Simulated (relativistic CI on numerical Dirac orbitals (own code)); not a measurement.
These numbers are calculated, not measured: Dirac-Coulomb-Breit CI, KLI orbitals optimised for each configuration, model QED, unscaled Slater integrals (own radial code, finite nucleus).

Configurations in the expansion (outside the closed core [Ne]): 3s, 3p, 3d, 4s, 4p, 4d, 4f, 5s, 5p, 5d, 5f, 5g, 6s, 6p, 6d, 7s, 7p. Levels of other configurations are missing.

At this charge energies of transitions that change n are usually good to better than 1 %, and those within a shell (Δn = 0) to a few per cent.

Outline of the computed level scheme of Tb LV. Lowest level of each configuration: 3s ²S1/2 at 0.00 eV; 3p ²P°1/2 at 131.10 eV; 3d ²D3/2 at 493.80 eV; 4s ²S1/2 at 2375.57 eV; 4p ²P°1/2 at 2429.82 eV; 4d ²D3/2 at 2573.34 eV; 4f ²F°5/2 at 2625.48 eV; 5s ²S1/2 at 3433.04 eV; 5p ²P°1/2 at 3460.31 eV.

Some strong electric-dipole decays among the lowest 15 levels: 4f ²F°7/2 → 3d ²D5/2 (1.3e+14 s⁻¹); 4f ²F°5/2 → 3d ²D3/2 (1.3e+14 s⁻¹); 4d ²D5/2 → 3p ²P°3/2 (6.4e+13 s⁻¹); 4d ²D3/2 → 3p ²P°1/2 (5.1e+13 s⁻¹); 4p ²P°1/2 → 3s ²S1/2 (3.2e+13 s⁻¹); 4s ²S1/2 → 3p ²P°3/2 (2.4e+13 s⁻¹); 4p ²P°3/2 → 3s ²S1/2 (2.2e+13 s⁻¹); 5p ²P°1/2 → 3s ²S1/2 (1.8e+13 s⁻¹).
